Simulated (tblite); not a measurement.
C5H14Si3.
Structure used (GFN2-xTB), in Å, numbered top down from 1:
```
atom  x, y, z in Å
C1     3.275    0.901    0.434
C2     2.772   -0.321    0.506
Si3    0.944   -0.739    0.254
C4     0.391   -0.207   -1.488
Si5   -1.464   -0.437   -1.820
C6    -2.448    0.470   -0.472
Si7   -1.987   -0.029    1.302
C8    -0.116    0.187    1.536
H9     2.654    1.756    0.220
H10    4.323    1.115    0.581
H11    3.449   -1.137    0.725
H12    0.785   -2.196    0.418
H13    0.962   -0.760   -2.232
H14    0.651    0.842   -1.632
H15   -1.799   -1.867   -1.808
H16   -1.804    0.109   -3.146
H17   -3.511    0.293   -0.627
H18   -2.304    1.544   -0.588
H19   -2.712    0.816    2.267
H20   -2.361   -1.430    1.540
H21    0.162   -0.138    2.537
H22    0.127    1.249    1.490
```

Method: GFN2-xTB as coded in tblite; computed harmonic values from a numerical Hessian at the method's own geometry, unscaled. Against measured fundamentals such values can be off by several per cent, at times by over 20. Modes of hydrogen on silicon can be 10 to 20 % off. One conformer, not necessarily the lowest. The optimisation stopped once no atom felt more than 0.01 eV/Å.

Lowest wavenumbers of the output (negative numbers stand for imaginary wavenumbers):
```
mode    cm-1
  1     -32.3
  2      57.5
  3      99.0
  4     121.9
  5     129.3
  6     174.5
  7     193.3
  8     203.1
```

Is this structure a minimum?

Not by this Hessian. 1 mode is imaginary beyond 20i (32i cm⁻¹), so at this level the point lies at or near a first-order saddle. The curvature is small, so loose convergence or finite differences may be the whole cause.

Which atoms move in the imaginary mode?

32i: C1 (terminal =CH2 carbon) 37 %, H9 (vinylic hydrogen) 23 %, H11 (vinylic hydrogen) 15 %. These are shares of the mass-weighted motion.

What is the remedy?

Step along that mode in both directions, optimise again with tighter thresholds and repeat the frequencies. The zero-point energy of this point (102.5 kcal/mol) counts the 59 real modes alone, and thermal corrections from it aren't those of a minimum.
